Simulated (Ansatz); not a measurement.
Input for Ansatz (a quantum-chemistry and plane-wave program): U-PBE/def2-TZVPPD on F2Mg (SMILES [F][Mg][F]), a point of a bond scan (R = 2.101 Å). Files ending in .json are basis or fitting sets from the Basis Set Exchange.

Ansatz 0.2 input:
```yaml
crystal:
  periodic: [false, false, false]
  atoms:
    - {symbol: Mg, position_ang: [0.00000000, 0.00000000, 0.00000000]}
    - {symbol: F, position_ang: [0.00000000, 0.00000000, 2.10120725]}
    - {symbol: F, position_ang: [-0.00000000, -0.00000000, -1.75100604]}
basis:
  gaussian:
    orbitals: def2-TZVPPD.json
hamiltonian:
  xc: {name: PBE}
magnetization: {spin_polarized: true, initial_magnetization: 0}
```

The log:

```
WARN ansatz: RAYON_NUM_THREADS=1 ignored (pool sized by the plan → 1); use --threads N
Functional definition: PBE
integrals: 0.03 GiB planned
702 factors; their error is unknown
mean field: 0.32 GiB planned
mean field evaluation 1: about -10867.6014 eV, gradient 4.9e1 eV
mean field evaluation 2: about -10721.4571 eV, gradient 1.9e2 eV
mean field evaluation 4: about -10873.7012 eV, gradient 2.3e1 eV
mean field evaluation 8: about -10875.1254 eV, gradient 1.0e-1 eV
mean field -10875.12546147 eV, -399.6534892842 hartree, gradient 4.2e-5 eV, S^2 0.000000; 0 other end points of the search recorded, 0 dependent functions left out
reference -10875.12550633 eV, -399.6534909328 hartree; 15, 15 occupied and 100, 100 virtual orbitals, 702 factors
Total energy: -10875.12550633 eV, -399.6534909328 hartree
```

The calculation finished and met its thresholds.

Cost: roughly 2.2 core-seconds.
